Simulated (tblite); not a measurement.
C5H6F2O2.
Numbering: `[O:1]=[C:2]1[CH2:3][O:4][C@@H:5]1[C@H:6]([F:7])[CH2:8][F:9]` (hydrogens: H10, H11 on C3; H12 on C5; H13 on C6; H14, H15 on C8)

Computed geometry: GFN2-xTB, gas phase.

(1) What internal coordinates does the optimisation give?

Results:

(1) 
```tsv
bond	length (Å)
O1=C2	1.191
C2–C3	1.508
C3–O4	1.433
O4–C5	1.431
C5–C6	1.530
C6–F7	1.375
C6–C8	1.529
C8–F9	1.367
C2–C5	1.522
C3–H10	1.093
C3–H11	1.094
C5–H12	1.096
C6–H13	1.097
C8–H14	1.094
C8–H15	1.095
```

A selection of angles:
```tsv
angle	degrees
O1–C2–C3	137.5
O1–C2–C5	135.6
C3–C2–C5	86.9
C2–C3–O4	90.1
C3–O4–C5	93.4
O4–C5–C6	114.3
C2–C5–O4	89.6
C2–C5–C6	115.2
C5–C6–F7	109.8
C5–C6–C8	111.0
F7–C6–C8	107.9
C6–C8–F9	109.3
```

Torsions: O1–C2–C3–O4 180° (antiperiplanar); C2–C3–O4–C5 1° (synperiplanar); C3–O4–C5–C6 116° (anticlinal); O4–C5–C6–F7 -60° (synclinal); C5–C6–C8–F9 -68° (synclinal); O1–C2–C5–O4 180° (antiperiplanar).

The C–O distances run from 1.191 Å (O1=C2, drawn double) to 1.433 Å (C3–O4, drawn single), a spread of 0.242 Å. The 4-membered ring C2–C3–O4–C5 has internal angles of 86.9° to 93.4° (sum 360°, against 360° for a flat polygon); it is planar, 0.01 Å rms from its mean plane, widest ring torsion 1°. The C–C distances run from 1.508 Å (C2–C3, drawn single) to 1.530 Å (C5–C6, drawn single), a spread of 0.022 Å. Of the pairs four or more bonds apart, F9···H12 is among the closest relative to their van der Waals radii: 2.60 Å, 97 % of the sum of Bondi's values.

Point group: C1 (no symmetry element, even within 0.4 Å). Its GFN2-xTB frequencies are all real (lowest 53 cm⁻¹). One conformer, not necessarily the lowest. 3 starts were optimised and ended at 0.00, 1.63 and 1.92 kcal/mol (GFN2-xTB); the lowest of these is shown.
